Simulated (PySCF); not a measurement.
C2H7BeNS, SMILES C[N](C)[Be][SH].

Geometry optimised at r2SCAN-D4/def2-SVP. The structure was generated by enumeration; whether it is a known compound was not checked. Other conformers were not sampled.

Two levels are set side by side: PBE/def2-TZVP (PySCF) and r2SCAN/def2-TZVP (PySCF). Same geometry, gas phase. Differences are taken from unrounded values.

```json
[
 {"quantity": "orbital gap (eV)", "r2SCAN": "5.03"},
 {"quantity": "highest occupied level (eV)", "r2SCAN": "-5.41"},
 {"quantity": "lowest empty level (eV)", "r2SCAN": "-0.38"},
 {"quantity": "dipole moment (D)", "r2SCAN": "1.87"},
 {"quantity": "mean polarisability (bohr³)", "r2SCAN": "70.5"}
]
```

Question: What does PBE give, and how far is it from r2SCAN? (An estimate is asked for; the answer gives what the named calculation found.)

Answer: 
```csv
quantity,PBE,PBE minus r2SCAN
orbital gap (eV),4.33,-0.70
highest occupied level (eV),-5.21,0.20
lowest empty level (eV),-0.88,-0.50
dipole moment (D),1.83,-0.04
mean polarisability (bohr³),72.9,2.3
```

Rough cost on one machine, each run with all the roots and properties that it gave: r2SCAN against PBE about 4 times.
